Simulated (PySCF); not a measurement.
# What a mistake does to a calculation on CFH4OSi

Calculated results; nothing here was measured. They come from PySCF 2.14.0, an open-source quantum chemistry program, on an isolated molecule that a program drew, which may never have been made. The molecule is CFH4OSi (charge 0, doublet), drawn as the SMILES string `OC[SiH]F`.

Each row is a Hartree-Fock (HF) and frozen-core CCSD(T) single point in the cc-pV(D+d)Z basis, meant for a local HF minimum. Run 1 is clean. Each other run has one planted mistake out of seven kinds, and not every kind appears here: one electron removed, one electron added, multiplicity raised by two, geometry at a saddle point, minimal basis STO-3G, one bond length entered in bohr, all coordinates scaled. The reference is restricted for singlets and unrestricted otherwise, and also for a bond in bohr. Adding or removing an electron swaps singlet and doublet. Electrons count all cores. HOMO and LUMO are orbital energies over both spins, the gradient is its largest component, and the lowest frequency (negative if imaginary) is given only where the gradient is small. Bond lengths are over the 7 bonds as drawn. T1 is the CCSD diagnostic: over 0.02 (restricted) or 0.045 (unrestricted) a single reference is doubtful.

Geometry of the clean run:
```xyz
8
CFH4OSi, angstrom
O    -2.0592   -0.5292   -0.2203
C    -0.8751   -1.2041    0.1500
Si    0.0042   -0.2591    1.5326
F    -1.1408   -0.0347    2.6704
H    -2.6377   -0.4874    0.5280
H    -1.0760   -2.2425    0.4373
H    -0.2368   -1.2411   -0.7348
H     0.4441    1.0851    1.0966
```

| run | electrons | basis functions | <S^2> | HOMO (eV) | LUMO (eV) | gradient (hartree/bohr) | lowest frequency (cm^-1) | mean bond (Å) | longest bond (Å) | T1 | HF (hartree) | CCSD(T) (hartree) | mistake |
|---|---|---|---|---|---|---|---|---|---|---|---|---|---|
| 1 | 41 | 85 | 0.754 | -9.39 | 1.44 | 2.0e-05 | 93 | 1.3640 | 1.891 | 0.0140 | -503.44503 | -504.08591 | no fault |
| 2 | 41 | 28 | 0.752 | -6.38 | 5.68 | 7.2e-02 | - | 1.3640 | 1.891 | 0.0132 | -497.16519 | -497.33797 | minimal basis STO-3G |
| 3 | 41 | 85 | 3.763 | -3.11 | -0.20 | 1.1e-01 | - | 1.3640 | 1.891 | 0.0603 | -503.19453 | -503.83621 | multiplicity raised by two |
| 4 | 41 | 85 | 1.097 | -9.56 | 1.05 | 4.2e-02 | - | 1.6044 | 3.574 | 0.0466 | -503.36964 | -504.00531 | one bond length entered in bohr |
| 5 | 42 | 85 | 0.000 | -0.34 | 9.53 | 9.0e-02 | - | 1.3640 | 1.891 | 0.0111 | -503.42275 | -504.08911 | ? |

**Which mistake was planted in run 5, and what did it cost?**

It counts 42 electrons, one more than the clean run, at the same geometry and basis. So the mistake is: one electron added. Subtracting run 1 and multiplying by 627.51 kcal/mol a hartree, the energy moved by 14.0 kcal/mol in HF and -2.0 kcal/mol in CCSD(T).

Cautions from the logs. Run 3: T1 is over the limit, so its CCSD(T) energy is less reliable; run 4: T1 is over the limit, so its CCSD(T) energy is less reliable.
